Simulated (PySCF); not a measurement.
**From computed data to an observable: oscillator strength and radiative lifetime**

CH7GeNOSi, SMILES [OH][Ge@@H]1[CH2]N[SiH2]1.

Geometry: PBE0-D3(BJ)/def2-SVP. The structure was generated by enumeration; whether it is a known compound was not checked. One conformer was computed; it need not be the lowest.

TDA-PBE/def2-SVPD (PySCF 2.14.0) puts the first singlet state with f over 0.02 at 5.48 eV (vertical), with the transition dipole (0.676, -0.687, -0.142) in atomic units.

Question: Find the oscillator strength, the wavelength and the radiative lifetime that this transition would have in vacuum if emission retraced absorption.

Answer: 
|μ|² = 0.9491 au, so |μ| = 2.48 D. ΔE = 5.48/27.211 = 0.2014 hartree. f = (2/3) ΔE |μ|² = 0.127 (the program prints 0.127).
λ = 1239.84/5.48 = 226 nm; ν = 44199 cm⁻¹.
Einstein's coefficient A = 0.6670 ν² f s⁻¹ (ν in cm⁻¹) = 1.7e8 s⁻¹, so τ = 1/A = 6.0 ns. This state is S5; the lower singlets have f = 0.001, 0.001, 0.010, 0.003. The figure is the radiative limit of this one transition; relaxation, internal conversion, crossing to triplets and a medium change what is measured.
